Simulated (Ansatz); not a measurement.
Ansatz (a first-principles code) input for C₂H₇FGe, SMILES [CH2](C)[GeH2][F], PBE/def2-SVPD. The structure is a stationary point at B3LYP-D3(BJ)/def2-SVP. Other conformers were not sampled.

Ansatz 0.2 input:
```yaml
crystal:
  periodic: [false, false, false]
  atoms:
    - {symbol: Ge, position_ang: [0.53991748, 0.39649558, -0.17359866]}
    - {symbol: F, position_ang: [1.19848346, -0.85647786, 0.87098601]}
    - {symbol: C, position_ang: [-1.23434275, -0.23237940, -0.71035807]}
    - {symbol: C, position_ang: [-2.13372661, -0.55182763, 0.48775573]}
    - {symbol: H, position_ang: [0.48499244, 1.67229251, 0.69380812]}
    - {symbol: H, position_ang: [1.52967043, 0.53889939, -1.34837292]}
    - {symbol: H, position_ang: [-1.68264319, 0.54254429, -1.35624577]}
    - {symbol: H, position_ang: [-1.08586860, -1.12241029, -1.34406760]}
    - {symbol: H, position_ang: [-1.67286226, -1.31472989, 1.13419458]}
    - {symbol: H, position_ang: [-2.31257932, 0.34151698, 1.10834361]}
    - {symbol: H, position_ang: [-3.11600361, -0.93242879, 0.16423720]}
basis:
  gaussian:
    orbitals: def2-SVPD
hamiltonian:
  xc: {name: PBE}
```

Output:

```
WARN ansatz: RAYON_NUM_THREADS=1 ignored (pool sized by the plan → 1); use --threads N
Functional definition: PBE
integrals: 0.09 GiB planned
1380 factors; their error is unknown
mean field: 0.61 GiB planned
mean field evaluation 1: about -61388.6272 eV, gradient 7.1e1 eV
mean field evaluation 2: about -61357.8873 eV, gradient 1.4e2 eV
mean field evaluation 4: about -61399.2636 eV, gradient 1.3e1 eV
mean field evaluation 8: about -61399.5589 eV, gradient 1.5e-1 eV
mean field evaluation 16: about -61399.5029 eV, gradient 1.4e-4 eV
mean field -61399.50293730 eV, -2256.3901148679 hartree, gradient 2.7e-5 eV, S^2 0.000000; 0 other end points of the search recorded, 0 dependent functions left out
reference -61399.50298501 eV, -2256.3901166213 hartree; 30, 30 occupied and 127, 127 virtual orbitals, 1380 factors
Total energy: -61399.50298501 eV, -2256.3901166213 hartree
```

The calculation finished and met its thresholds.
